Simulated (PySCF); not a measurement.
Electronic structure of Cr (chromium, neutral) at the UHF level

Configuration: [Ar] 3d5 4s1, high-spin 7S determinant. Computed with PySCF 2.14 in aug-cc-pVDZ-DK (7s6p4d2f, 59 functions), with the spin-free X2C one-electron Hamiltonian (Gaussian nucleus).

```
Total energy                        : -1049.653594 hartree
One-electron energy                 : -1447.9152 hartree
Hartree (Coulomb) energy            : 446.4656 hartree
Exchange energy                     : -48.2040 hartree
⟨S²⟩                                : 12.0000
⟨L²⟩                                : 0.000
Sum of ⟨r⟩                          : 20.44 bohr
Sum of ⟨r²⟩                         : 37.44 bohr²
Langevin diamagnetic susceptibility : -29.7 ×10⁻⁶ cm³/mol
Time after the integrals            : 0.28 s of wall time on 1 thread of Neoverse-V1 (shared host)
```

```json
{"shell": "1s α", "electrons": "1", "mean orbital energy (eV)": "-6041.4", "rms radius, mean of both spins (bohr)": "0.0734"}
{"shell": "1s β", "electrons": "1", "mean orbital energy (eV)": "-6041.4", "rms radius, mean of both spins (bohr)": "0.0734"}
{"shell": "2s α", "electrons": "1", "mean orbital energy (eV)": "-723.90", "rms radius, mean of both spins (bohr)": "0.316"}
{"shell": "2s β", "electrons": "1", "mean orbital energy (eV)": "-721.25", "rms radius, mean of both spins (bohr)": "0.316"}
{"shell": "2p α", "electrons": "3", "mean orbital energy (eV)": "-605.21", "rms radius, mean of both spins (bohr)": "0.287"}
{"shell": "2p β", "electrons": "3", "mean orbital energy (eV)": "-602.58", "rms radius, mean of both spins (bohr)": "0.287"}
{"shell": "3s α", "electrons": "1", "mean orbital energy (eV)": "-95.556", "rms radius, mean of both spins (bohr)": "0.972"}
{"shell": "3s β", "electrons": "1", "mean orbital energy (eV)": "-86.165", "rms radius, mean of both spins (bohr)": "0.972"}
{"shell": "3p α", "electrons": "3", "mean orbital energy (eV)": "-61.774", "rms radius, mean of both spins (bohr)": "1.06"}
{"shell": "3p β", "electrons": "3", "mean orbital energy (eV)": "-50.374", "rms radius, mean of both spins (bohr)": "1.06"}
{"shell": "3d α", "electrons": "5", "mean orbital energy (eV)": "-9.925", "rms radius, mean of both spins (bohr)": "1.60"}
{"shell": "4s α", "electrons": "1", "mean orbital energy (eV)": "-6.160", "rms radius, mean of both spins (bohr)": "3.91"}
```

Densities and radii are taken from the X2C orbitals without a picture-change correction, which distorts them close to the nucleus.
